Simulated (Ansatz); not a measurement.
Reaction (formal exchange of groups at the Al–N bond): `[AlH2][NH][SiH2]Cl` + `CCCOC` → `CO[CH2][AlH2]` + `CCN[SiH2]Cl`

Gas-phase electronic energies from Ansatz, PBE0-D4/def2-TZVP geometries. CCSD(T)/CBS adds triple-zeta CCSD(T) − MP2 to the extrapolated MP2 energy (def2 sets, frozen cores). Functionals use def2-TZVPP. B3LYP here is the variant with VWN-RPA as its local correlation; programs differ in this. HSE06 is defined as in plane-wave codes. One conformer a species, not always the lowest.

```
             level  ΔE (kJ/mol)  difference from CCSD(T)/CBS
       LDA (SPW92)        157.7                        -12.8
            PBE-D4        154.8                        -15.7
         revPBE-D4        152.6                        -17.9
           BLYP-D4        156.2                        -14.3
         r2SCAN-D4        168.6                         -1.9
            B97M-V        170.4                         -0.1
          B3LYP-D4        161.5                         -9.0
        r2SCANh-D4        169.5                         -1.0
        r2SCAN0-D4        170.7                          0.2
          HSE06-D4        160.7                         -9.8
      CAM-B3LYP-D4        164.8                         -5.7
           ωB97X-V        164.0                         -6.5
            B2PLYP        169.2                         -1.3
          PBE-QIDH        170.8                          0.3
            revPBE        154.9                        -15.6
              BLYP        158.6                        -11.9
            r2SCAN        169.1                         -1.4
              PBE0        162.1                         -8.4
             B3LYP        163.5                         -7.0
           r2SCANh        170.0                         -0.5
           r2SCAN0        171.3                          0.8
             HSE06        161.9                         -8.6
             BHLYP        170.4                         -0.1
         CAM-B3LYP        166.2                         -4.3
           LC-ωPBE        164.1                         -6.4
RPA@PBE/def2-TZVPP        167.6                         -2.9
       HF/def2-SVP        170.7                          0.2
      MP2/def2-SVP        173.6                          3.1
     CCSD/def2-SVP        169.3                         -1.2
  CCSD(T)/def2-SVP        168.9                         -1.6
     HF/def2-TZVPP        176.1                          5.6
    MP2/def2-TZVPP        176.0                          5.5
   CCSD/def2-TZVPP        172.4                          1.9
CCSD(T)/def2-TZVPP        171.6                          1.1
     HF/def2-QZVPP        176.6                          6.1
    MP2/def2-QZVPP        175.5                          5.0
SCS-MP2/def2-QZVPP        174.0                          3.5
      HF/CBS(def2)        176.7                          6.2
     MP2/CBS(def2)        174.9                          4.4
    CCSD/CBS(def2)        171.3                          0.8
       CCSD(T)/CBS        170.5                            0
```

Question: What do rigid-rotor, harmonic-oscillator terms from PBE0-D4/def2-TZVP frequencies (298.15 K, 1 bar) make of the CCSD(T)/CBS value? (Estimate.)

Answer: Computed: ΔZPE = -4.9 kJ/mol, ΔH = +166.7 kJ/mol, ΔS = 9 J/(mol·K), ΔG = +164.1 kJ/mol. Modes under 50 cm⁻¹ make the entropy rough.

Largest T1 diagnostic among the species: 0.011.

From BLYP to BHLYP (50 % exact exchange), in def2-TZVPP and without D4, ΔE moves by +11.8 kJ/mol. Leaving LDA and LC-ωPBE aside and taking each functional with its dispersion term where it has one, the values spread over 18.2 kJ/mol, from revPBE-D4 to PBE-QIDH.
